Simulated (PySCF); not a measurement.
**Basis-set dependence of population analyses: `C=CBSC`**

Species: C₃H₇BS.
Numbering: `[CH2:1]=[CH:2][BH:3][S:4][CH3:5]` (hydrogens: H6, H7 on C1; H8 on C2; H9 on B3; H10, H11, H12 on C5)

Geometry (PBE0-D3(BJ)/def2-SVP, Å), atoms numbered from 1 in this order:
```xyz
12
C3H7BS angstrom
C      2.603    0.153   -0.655
C      1.355   -0.170   -1.034
B      0.142    0.073   -0.107
S     -1.478   -0.389   -0.667
C     -2.579    0.076    0.700
H      3.474   -0.012   -1.298
H      2.799    0.599    0.327
H      1.220   -0.614   -2.029
H      0.274    0.567    0.990
H     -2.607    1.167    0.818
H     -3.586   -0.284    0.452
H     -2.250   -0.390    1.638
```

PBE0 throughout (PySCF), one geometry, spherical d and f functions. Isolated species at its PBE0-D3(BJ)/def2-SVP geometry (one conformer only). The first 7 of 10 kinds of atom are listed.

Mulliken charges (e):

```json
{"basis": "STO-3G", "functions": "36", "C1": "-0.145", "C2": "-0.176", "B3": "+0.032", "S4": "+0.145", "C5": "-0.311", "H6": "+0.079", "H7": "+0.084"}
{"basis": "6-31G", "functions": "63", "C1": "-0.342", "C2": "-0.244", "B3": "+0.041", "S4": "+0.144", "C5": "-0.733", "H6": "+0.164", "H7": "+0.170"}
{"basis": "pcSseg-0", "functions": "63", "C1": "-0.368", "C2": "-0.584", "B3": "+0.302", "S4": "-0.070", "C5": "-0.899", "H6": "+0.229", "H7": "+0.227"}
{"basis": "6-31G*", "functions": "88", "C1": "-0.370", "C2": "-0.208", "B3": "+0.051", "S4": "+0.032", "C5": "-0.681", "H6": "+0.176", "H7": "+0.181"}
{"basis": "cc-pVDZ", "functions": "109", "C1": "-0.041", "C2": "-0.086", "B3": "+0.015", "S4": "-0.051", "C5": "-0.193", "H6": "+0.048", "H7": "+0.051"}
{"basis": "def2-SVP", "functions": "109", "C1": "-0.072", "C2": "-0.068", "B3": "-0.013", "S4": "-0.089", "C5": "-0.170", "H6": "+0.056", "H7": "+0.062"}
{"basis": "aug-cc-pVDZ", "functions": "182", "C1": "+0.431", "C2": "+0.792", "B3": "-0.321", "S4": "+0.069", "C5": "+0.217", "H6": "-0.336", "H7": "-0.431"}
{"basis": "6-311+G(2d,p)", "functions": "185", "C1": "-0.372", "C2": "-0.095", "B3": "+0.173", "S4": "-0.014", "C5": "-0.568", "H6": "+0.124", "H7": "+0.121"}
{"basis": "def2-TZVP", "functions": "203", "C1": "-0.206", "C2": "-0.193", "B3": "+0.014", "S4": "-0.083", "C5": "-0.357", "H6": "+0.132", "H7": "+0.133"}
{"basis": "cc-pVTZ", "functions": "252", "C1": "-0.216", "C2": "-0.155", "B3": "-0.015", "S4": "-0.029", "C5": "-0.287", "H6": "+0.124", "H7": "+0.122"}
{"basis": "IGLO-III", "functions": "254", "C1": "-0.196", "C2": "-0.236", "B3": "+0.160", "S4": "+0.083", "C5": "-0.498", "H6": "+0.111", "H7": "+0.112"}
```

IAO charges (e):

```
        basis  functions      C1      C2      B3      S4      C5      H6      H7
       STO-3G         36  -0.219  -0.263  -0.080  +0.236  -0.482  +0.133  +0.131
        6-31G         63  -0.243  -0.257  -0.084  +0.120  -0.515  +0.154  +0.152
     pcSseg-0         63  -0.227  -0.255  -0.090  +0.118  -0.510  +0.150  +0.146
       6-31G*         88  -0.229  -0.259  -0.073  +0.136  -0.499  +0.147  +0.146
      cc-pVDZ        109  -0.234  -0.257  -0.083  +0.142  -0.495  +0.148  +0.147
     def2-SVP        109  -0.225  -0.254  -0.086  +0.149  -0.487  +0.144  +0.142
  aug-cc-pVDZ        182  -0.244  -0.262  -0.080  +0.138  -0.503  +0.153  +0.151
6-311+G(2d,p)        185  -0.244  -0.263  -0.083  +0.147  -0.511  +0.153  +0.151
    def2-TZVP        203  -0.244  -0.262  -0.084  +0.151  -0.514  +0.152  +0.151
      cc-pVTZ        252  -0.243  -0.263  -0.081  +0.145  -0.512  +0.152  +0.151
     IGLO-III        254  -0.246  -0.264  -0.087  +0.155  -0.515  +0.153  +0.151
```

**Question.** Which scheme is steadiest as the basis changes?

**Answer.** Largest range over the bases for any column: IAO 0.12 e, Mulliken 1.38 e. IAO charges move least and Mulliken charges most, counted in e. Without the minimal STO-3G basis the ranges are IAO 0.04, Mulliken 1.38 e.

**Question.** How much do the charges still move between the two largest bases, cc-pVTZ and IGLO-III?

**Answer.** At most, over all atoms: Mulliken 0.211 e, IAO 0.010 e.

**Question.** What do the same runs give for the total energy, the frontier levels and the dipole moment?

**Answer.** 
| basis | energy (Eh) | HOMO (eV) | LUMO (eV) | μ (D) |
| --- | --- | --- | --- | --- |
| STO-3G | -535.1524 | -4.64 | 1.59 | 0.85 |
| 6-31G | -541.1724 | -7.15 | -1.30 | 1.27 |
| pcSseg-0 | -540.4685 | -7.43 | -1.58 | 1.36 |
| 6-31G* | -541.2277 | -7.07 | -1.25 | 1.04 |
| cc-pVDZ | -541.2601 | -7.13 | -1.39 | 0.92 |
| def2-SVP | -541.0234 | -7.16 | -1.42 | 0.95 |
| aug-cc-pVDZ | -541.2695 | -7.24 | -1.57 | 1.00 |
| 6-311+G(2d,p) | -541.3020 | -7.23 | -1.57 | 0.98 |
| def2-TZVP | -541.3142 | -7.22 | -1.54 | 0.96 |
| cc-pVTZ | -541.3170 | -7.22 | -1.52 | 0.95 |
| IGLO-III | -541.3175 | -7.21 | -1.55 | 0.95 |

The dipole is fixed by the density alone, so its range of 0.51 D shows that the density itself changes with the basis, not only its division among atoms.
